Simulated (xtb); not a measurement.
xtb input (GFN2-xTB):

```bash
xtb mol.xyz --gfn 2 --ohess tight --chrg -1 --uhf 0
```
mol.xyz:
```
5

C      1.62658414     1.13822521     0.45653686
C      0.69997488     0.49426442     0.21293423
C     -0.48689447    -0.36592277    -0.10622508
O     -1.00584915    -0.33603264    -1.23674990
H     -0.83108622    -1.00342812     0.74645897
```

Output:

```
           -------------------------------------------------
          |                Calculation Setup                |
           -------------------------------------------------

           -------------------------------------------------
          |                 G F N 2 - x T B                 |
           -------------------------------------------------

        Reference                      10.1021/acs.jctc.8b01176
      * Hamiltonian:
        H0-scaling (s, p, d)           1.850000    2.230000    2.230000
        zeta-weighting                 0.500000
      * Dispersion:
        s8                             2.700000
        a1                             0.520000
        a2                             5.000000
        s9                             5.000000
      * Repulsion:
        kExp                           1.500000    1.000000
        rExp                           1.000000
      * Coulomb:
        alpha                          2.000000
        third order                    shell-resolved
        anisotropic                    true
        a3                             3.000000
        a5                             4.000000
        cn-shift                       1.200000
        cn-exp                         4.000000
        max-rad                        5.000000

          ...................................................
          :                      SETUP                      :
          :.................................................:
          :  # basis functions                  17          :
          :  # atomic orbitals                  17          :
          :  # shells                            9          :
          :  # electrons                        20          :
          :  max. iterations                   250          :
          :  Hamiltonian                  GFN2-xTB          :
          :  restarted?                      false          :
          :  GBSA solvation                  false          :
          :  PC potential                    false          :
          :  electronic temp.          300.0000000     K    :
          :  accuracy                    1.0000000          :
          :  -> integral cutoff          0.2500000E+02      :
          :  -> integral neglect         0.1000000E-07      :
          :  -> SCF convergence          0.1000000E-05 Eh   :
          :  -> wf. convergence          0.1000000E-03 e    :
          :  Broyden damping             0.4000000          :
          :  net charge                         -1          :
          :  unpaired electrons                  0          :
          ...................................................

 iter      E             dE          RMSdq      gap      omega  full diag
   1    -11.1455650 -0.111456E+02  0.888E+00    2.60       0.0  T
   2    -11.1627381 -0.171731E-01  0.594E+00    0.39       1.0  T
   3    -11.1793813 -0.166432E-01  0.379E+00    2.36       1.0  T
   4    -11.2220016 -0.426202E-01  0.122E+00    1.53       1.0  T
   5    -11.2264266 -0.442506E-02  0.256E-01    1.55       1.0  T
   6    -11.2264182  0.848370E-05  0.167E-01    1.56       1.0  T
[...]
                xx          xy          yy          xz          yz          zz
 q only:       -3.386      -5.729       2.336      -5.179      -2.201       1.050
  q+dip:       -4.190      -6.587       2.970      -6.628      -3.070       1.220
   full:       -5.030      -8.532       3.300      -7.393      -3.124       1.731

           -------------------------------------------------
          |                Geometry Summary                 |
           -------------------------------------------------

      molecular mass/u    :       53.0395534
   center of mass at/Å    :        0.0870810       0.1546767      -0.2239989
  moments of inertia/u·Å² :        0.6506103E+01   0.9913048E+02   0.1056363E+03
rotational constants/cm⁻¹ :        0.2591049E+01   0.1700550E+00   0.1595818E+00

 * 2 selected distances

     #   Z          #   Z                                           value/Å
     1   6 C        2   6 C                                       1.2484099 (max)
     3   6 C        4   8 O                                       1.2397513 (min)

 * 2 distinct bonds (by element types)

   Z      Z             #   av. dist./Å        max./Å        min./Å
   6 C    6 C           1     1.2484099     1.2484099     1.2484099
   6 C    8 O           1     1.2397513     1.2397513     1.2397513

           -------------------------------------------------
          |               Frequency Printout                |
           -------------------------------------------------
 projected vibrational frequencies (cm⁻¹)
eigval :       -0.00    -0.00    -0.00     0.00     0.00     0.00
eigval :      235.20   239.54   623.44   864.02  1008.75  1389.25
eigval :     1625.62  2023.96  2337.20
 reduced masses (amu)
   1: 12.24   2: 11.96   3: 11.84   4: 13.05   5: 11.08   6: 14.62   7: 10.56   8: 12.49
   9: 13.03  10:  7.01  11: 11.45  12:  3.69  13: 12.46  14: 12.01  15:  1.64
 IR intensities (km·mol⁻¹)
   1: 16.40   2: 17.95   3:  8.75   4:  8.73   5: 14.98   6:  6.03   7:  5.44   8: 11.89
   9:  9.96  10: 31.32  11: 42.42  12: 30.84  13:521.46  14:157.34  15:552.37
 Raman intensities (Ä⁴*amu⁻¹)
   1:  0.00   2:  0.00   3:  0.00   4:  0.00   5:  0.00   6:  0.00   7:  0.00   8:  0.00
   9:  0.00  10:  0.00  11:  0.00  12:  0.00  13:  0.00  14:  0.00  15:  0.00
 output can be read by thermo (or use thermo option).
 writing <g98.out> molden fake output.
 recommended (thermochemical) frequency scaling factor: 1.0
           -------------------------------------------------
          |             Thermodynamic Functions             |
           -------------------------------------------------

cs  symmetry found (for desy threshold:  0.10E+00) used in thermo

          ...................................................
          :                      SETUP                      :
Note: The following floating-point exceptions are signalling: IEEE_DENORMAL
normal termination of xtb
          :.................................................:
          :  # frequencies                           9      :
          :  # imaginary freq.                       0      :
          :  linear?                             false      :
          :  only rotor calc.                    false      :
          :  symmetry                               cs      :
          :  rotational number                       1      :
          :  scaling factor                  1.0000000      :
          :  rotor cutoff                   50.0000000 cm⁻¹ :
          :  imag. cutoff                  -20.0000000 cm⁻¹ :
          :.................................................:

    mode    ω/cm⁻¹     T·S(HO)/kcal·mol⁻¹    T·S(FR)/kcal·mol⁻¹   T·S(vib)
   ------------------------------------------------------------------------
       1    235.20    -0.54828 ( 99.80%)    -0.59755 (  0.20%)    -0.54838
       2    239.54    -0.53854 ( 99.81%)    -0.59213 (  0.19%)    -0.53865
   ------------------------------------------------------------------------

   temp. (K)  partition function   enthalpy   heat capacity  entropy
                                   cal/mol     cal/K/mol   cal/K/mol   J/K/mol
 298.15  VIB   2.32                  793.963      5.637      4.336
         ROT  0.199E+05              888.752      2.981     22.656
         INT  0.462E+05             1682.716      8.618     26.991
         TR   0.374E+27             1481.254      4.968     37.811
         TOT                        3163.9696    13.5860    64.8020   271.1315

       T/K    H(0)-H(T)+PV         H(T)/Eh          T*S/Eh         G(T)/Eh
   ------------------------------------------------------------------------
    298.15    0.504211E-02    0.286143E-01    0.307895E-01   -0.217522E-02
   ------------------------------------------------------------------------

         :::::::::::::::::::::::::::::::::::::::::::::::::::::
         ::                  THERMODYNAMIC                  ::
         :::::::::::::::::::::::::::::::::::::::::::::::::::::
         :: total free energy         -11.048749565476 Eh   ::
         ::.................................................::
         :: total energy              -11.046574341707 Eh   ::
         :: zero point energy           0.023572179147 Eh   ::
         :: G(RRHO) w/o ZPVE           -0.025747402916 Eh   ::
         :: G(RRHO) contrib.           -0.002175223769 Eh   ::
         :::::::::::::::::::::::::::::::::::::::::::::::::::::

optimized geometry written to: xtbopt.xyz

           -------------------------------------------------
          | TOTAL ENERGY              -11.046574341707 Eh   |
          | TOTAL ENTHALPY            -11.017960056003 Eh   |
          | TOTAL FREE ENERGY         -11.048749565476 Eh   |
          | GRADIENT NORM               0.000234032942 Eh/α |
          | HOMO-LUMO GAP               2.345882018576 eV   |
           -------------------------------------------------

------------------------------------------------------------------------
------------------------------------------------------------------------
 total:
 SCF:
 ANC optimizer:
 analytical hessian:
```

It need not be the lowest isomer of its formula. Whether it binds its extra electron was not tested at this geometry.
